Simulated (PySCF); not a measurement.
Ga(Cl)(SH)2 (ClGaH2S2), SMILES [SH][Ga]([SH])[Cl].

The structure is a stationary point at PBE0-D3(BJ)/def2-SVP. One conformer was computed; it need not be the lowest.

Level of theory: TDA-PBE0/def2-SVPD (PySCF).

Vertical excitations. The molecule is in vacuum. State labels are in the subgroup C2v.

```tsv
state	symmetry	energy (eV)	λ (nm)	f	main pairs
S1	A2	5.12	242	0.000	HOMO→LUMO 97 %
S2	B1	5.64	220	0.029	HOMO−1→LUMO 97 %
S3	B2	5.73	216	0.009	HOMO→LUMO+1 74 %, HOMO−2→LUMO 23 %
S4	A2	6.02	206	0.000	HOMO→LUMO+2 93 %
S5	A1	6.35	195	0.041	HOMO−1→LUMO+1 89 %
S6	A2	6.39	194	0.000	HOMO−2→LUMO+1 98 %
S7	B1	6.44	193	0.017	HOMO−1→LUMO+2 83 %
S8	B2	6.54	189	0.186	HOMO−2→LUMO 51 %, HOMO−4→LUMO 33 %, HOMO→LUMO+1 9 %
S9	B1	6.88	180	0.051	HOMO−3→LUMO 96 %
S10	B2	7.08	175	0.132	HOMO−2→LUMO+2 59 %, HOMO−4→LUMO 31 %
T1	A2	4.78	259	0	HOMO→LUMO 94 %
T2	B2	5.15	241	0	HOMO→LUMO+1 93 %
T3	B1	5.19	239	0	HOMO−1→LUMO 94 %
T4	A1	5.51	225	0	HOMO−1→LUMO+1 96 %
```
Triplets are in the Tamm–Dancoff approximation.
